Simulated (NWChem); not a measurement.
All runs are NWChem calculations. System: H$_{2}$F$_{2}$Si, charge 1, spin multiplicity 2, at the geometry of a parent with another charge or spin, in a state set for the comparison that need not be this species' ground state. Its SCF solution wasn't tested for a lower state. Level: UHF/aug-cc-pVTZ.

Input file:

```
start mol
memory heap 200 mb stack 900 mb global 1100 mb
charge 1
geometry units angstroms nocenter noautoz
  Si     0.000000     0.000000    -0.457502
  F      1.304124     0.000000     0.495462
  F     -1.304124     0.000000     0.495462
  H      0.000000    -1.244477    -1.256644
  H      0.000000     1.244477    -1.256644
  symmetry group C2v
end
basis spherical
  * library aug-cc-pvtz
end
scf
  uhf
  nopen 1
  maxiter 100
  thresh 1e-7
  semidirect memsize 60000000 filesize 0
  # guess.movecs holds the orbitals of an unrestricted PBE0 run
  vectors input guess.movecs output mol.movecs
end
task scf energy
```

Output (cleaned and shortened):

```
             Northwest Computational Chemistry Package (NWChem) 7.3.0
             --------------------------------------------------------

                                NWChem Input Module
                                -------------------

 Scaling coordinates for geometry "geometry" by  1.889725989
 (inverse scale =  0.529177249)

 Turning off AUTOSYM since
 SYMMETRY directive was detected!

                             Geometry "geometry" -> ""
                             -------------------------

 Output coordinates in angstroms (scale by  1.889725989 to convert to a.u.)

  No.       Tag          Charge          X              Y              Z
 ---- ---------------- ---------- -------------- -------------- --------------
    1 Si                  14.0000     0.00000000     0.00000000    -0.45750200
    2 F                    9.0000     1.30412400     0.00000000     0.49546200
    3 F                    9.0000    -1.30412400     0.00000000     0.49546200
    4 H                    1.0000     0.00000000    -1.24447700    -1.25664400
    5 H                    1.0000     0.00000000     1.24447700    -1.25664400

 Effective nuclear repulsion energy (a.u.)     116.8040002694

            Nuclear Dipole moment (a.u.)
            ----------------------------
        X                 Y               Z
 ---------------- ---------------- ----------------
     0.0000000000     0.0000000000    -0.0000000000

      Symmetry information
      --------------------

 Group name             C2v
 Group number             16
 Group order               4
 No. of unique centers     3

      Symmetry unique atoms

     1    2    4


 Summary of "ao basis" -> "" (spherical)
 ------------------------------------------------------------------------------
       Tag                 Description            Shells   Functions and Types
 ---------------- ------------------------------  ------  ---------------------
 *                        aug-cc-pvtz                 on all atoms

 Summary of "ao basis" -> "ao basis" (spherical)
 ------------------------------------------------------------------------------
[...]
           0.000000000000           0.000000000000         241.919390038165

  Mulliken analysis of the total density
  --------------------------------------

    Atom       Charge   Shell Charges
 -----------   ------   -------------------------------------------------------
    1 Si  14    12.19   2.00  1.93  0.79  0.16 -0.49 -0.04  5.50  1.06  0.56  0.31 -0.00  0.11  0.27 -0.02  0.10 -0.05
    2 F    9     9.57   1.95  1.07  0.26  0.64  0.08  1.53  2.46  1.46  0.07  0.00  0.01  0.02  0.00  0.00
    3 F    9     9.57   1.95  1.07  0.26  0.64  0.08  1.53  2.46  1.46  0.07  0.00  0.01  0.02  0.00  0.00
    4 H    1     0.84   0.20  0.44  0.12  0.01  0.00  0.02  0.04  0.00  0.00
    5 H    1     0.84   0.20  0.44  0.12  0.01  0.00  0.02  0.04  0.00  0.00

  Mulliken analysis of the alpha density
  --------------------------------------

    Atom       Charge   Shell Charges
 -----------   ------   -------------------------------------------------------
    1 Si  14     6.10   1.00  0.96  0.35  0.07 -0.32 -0.02  2.75  0.58  0.28  0.18 -0.00  0.08  0.16 -0.01  0.06 -0.03
    2 F    9     4.81   0.97  0.54  0.13  0.32  0.05  0.77  1.24  0.73  0.04  0.00  0.00  0.01  0.00  0.00
    3 F    9     4.81   0.97  0.54  0.13  0.32  0.05  0.77  1.24  0.73  0.04  0.00  0.00  0.01  0.00  0.00
    4 H    1     0.64   0.16  0.36  0.07  0.00  0.00  0.01  0.02  0.00  0.00
    5 H    1     0.64   0.16  0.36  0.07  0.00  0.00  0.01  0.02  0.00  0.00

   Mulliken analysis of the beta density
   -------------------------------------

    Atom       Charge   Shell Charges
 -----------   ------   -------------------------------------------------------
    1 Si  14     6.09   1.00  0.96  0.44  0.08 -0.16 -0.02  2.75  0.48  0.28  0.13 -0.00  0.03  0.11 -0.01  0.04 -0.03
    2 F    9     4.76   0.97  0.53  0.13  0.32  0.04  0.75  1.22  0.73  0.04  0.00  0.00  0.01  0.00  0.00
    3 F    9     4.76   0.97  0.53  0.13  0.32  0.04  0.75  1.22  0.73  0.04  0.00  0.00  0.01  0.00  0.00
    4 H    1     0.20   0.04  0.08  0.05  0.00  0.00  0.01  0.02  0.00  0.00
    5 H    1     0.20   0.04  0.08  0.05  0.00  0.00  0.01  0.02  0.00  0.00

   Mulliken analysis of the spin density
   -------------------------------------

    Atom       Charge   Shell Charges
 -----------   ------   -------------------------------------------------------
    1 Si  14     0.02   0.00 -0.00 -0.09 -0.01 -0.16  0.00  0.00  0.10  0.00  0.04 -0.00  0.05  0.05 -0.00  0.01 -0.00
    2 F    9     0.05  -0.00  0.00  0.00 -0.00  0.01  0.02  0.02 -0.01  0.00 -0.00 -0.00 -0.00 -0.00  0.00
    3 F    9     0.05  -0.00  0.00  0.00 -0.00  0.01  0.02  0.02 -0.01  0.00 -0.00 -0.00 -0.00 -0.00  0.00
    4 H    1     0.44   0.12  0.29  0.02 -0.00  0.00  0.01 -0.00  0.00  0.00
    5 H    1     0.44   0.12  0.29  0.02 -0.00  0.00  0.01 -0.00  0.00  0.00

       Multipole analysis of the density wrt the origin
       ------------------------------------------------

     L   x y z        total         alpha         beta         nuclear
     -   - - -        -----         -----         ----         -------
     0   0 0 0      1.000000    -17.000000    -16.000000     34.000000

     1   1 0 0     -0.000000      0.000000     -0.000000      0.000000
     1   0 1 0      0.000000      0.000000      0.000000      0.000000
     1   0 0 1     -2.268459     -0.187132     -2.081326     -0.000000

     2   2 0 0    -17.253113    -63.709008    -62.866201    109.322096
     2   1 1 0      0.000000      0.000000      0.000000      0.000000
     2   1 0 1      0.000000     -0.000000      0.000000      0.000000
     2   0 2 0    -10.776749    -13.867055     -7.970873     11.061179
     2   0 1 1      0.000000      0.000000      0.000000      0.000000
     2   0 0 2    -11.575814    -26.889531    -22.208555     37.522273

 Task  times  cpu:       49.2s     wall:       49.2s

 Total times  cpu:       49.2s     wall:       49.2s
```
